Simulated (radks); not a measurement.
Values are calculated unless marked as measured or tabulated.
All-electron atom: Cr+ in [Ar] 3d5. Code: a radial shooting solver on a logarithmic mesh with Libxc functionals. Model: non-relativistic Kohn-Sham, PBE, spin-unpolarised, spherical densities, point nucleus.

Unscreened Slater integrals over Kohn-Sham orbitals (cm^-1).

\begin{tabular}{lr}
integral & value \\ \hline
F0(3d,3d) & 147820 \\
F2(3d,3d) & 65132 \\
F4(3d,3d) & 39936 \\
F0(3d,3p) & 171260 \\
F2(3d,3p) & 77724 \\
G1(3d,3p) & 96447 \\
G3(3d,3p) & 57515 \\
F0(3d,3s) & 175450 \\
G2(3d,3s) & 71996 \\
F0(3d,2p) & 216160 \\
F2(3d,2p) & 35499 \\
G1(3d,2p) & 24758 \\
G3(3d,2p) & 14024 \\
F0(3p,3p) & 204510 \\
F2(3p,3p) & 102120 \\
F0(3p,3s) & 210470 \\
G1(3p,3s) & 139470 \\
F0(3p,2p) & 279000 \\
F2(3p,2p) & 53698 \\
G0(3p,2p) & 20791 \\
G2(3p,2p) & 21671 \\
F0(3s,3s) & 217020 \\
F0(3s,2p) & 289350 \\
G1(3s,2p) & 23186 \\
F0(2p,2p) & 768690 \\
F2(2p,2p) & 361730 \\
\end{tabular}

Derived for the open shells (J is the average intra-shell exchange parameter used in DFT+U). 3d: Racah B = F2/49 - 5 F4/441 = 876.4 cm^-1, C = 35 F4/441 = 3169 cm^-1, C/B = 3.62, F4/F2 = 0.613, J = (F2 + F4)/14 = 7505 cm^-1.
